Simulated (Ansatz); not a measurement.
Ideal-gas functions of Cl2H2Se2Si (`Cl[Si](Cl)([SeH])[SeH]`) at 800 K and 1 bar, from an Ansatz frequency run at PBE0-D4/def2-TZVP.

Molar mass 258.93 g/mol, point group C2 (symmetry number 2), electronic degeneracy 1, moments of inertia 490.12, 770.764, 871.821 u Å². Harmonic wavenumbers (cm⁻¹, unscaled): 85, 108, 147, 162, 165, 198, 245, 299, 489, 550, 571, 666, 692, 2440, 2441.

Use S(trans) = R[1.5 ln M + 2.5 ln T − 1.1517]; rotational temperatures θ = 24.2544 K / I; S(rot) = R[ln(√π/σ · √(T³/θAθBθC)) + 1.5]; for each mode x = 1.438777 ν̃/T, S = R[x/(eˣ − 1) − ln(1 − e⁻ˣ)] and H = RT x/(eˣ − 1); 1 cm⁻¹ = 0.0119627 kJ/mol; R = 8.31446 J/(mol·K).

Problem. By hand: the entropy, in J/(mol·K).

Solution. Translation 198.7. Rotation: θ = 0.0495, 0.0315, 0.0278 K, giving 136.6. Vibration, mode by mode: 23.94, 21.95, 19.40, 18.60, 18.45, 16.94, 15.20, 13.57, 9.65, 8.74, 8.45, 7.29, 7.01, 0.56, 0.56, in all 190.3. Electronic 0.0. Sum 525.6 J/(mol·K).

Problem. By hand: H − E and G − E in kJ/mol, counted from the electronic energy.

Solution. Zero-point energy ½ × 9258 × 0.0119627 = 55.4; thermal vibration 64.7; translation, rotation and pV give 4 RT = 26.6. H − E = 146.7 kJ/mol, and G − E = 146.7 − 800 × 525.6/1000 = -273.8 kJ/mol.

Vibration gives 36 % of the entropy, 65.3 J/(mol·K) of it from the modes under 150 cm⁻¹: soft modes count most, and the harmonic formula is weakest for them. The sum counts one conformer and one mirror image; others add a mixing term.
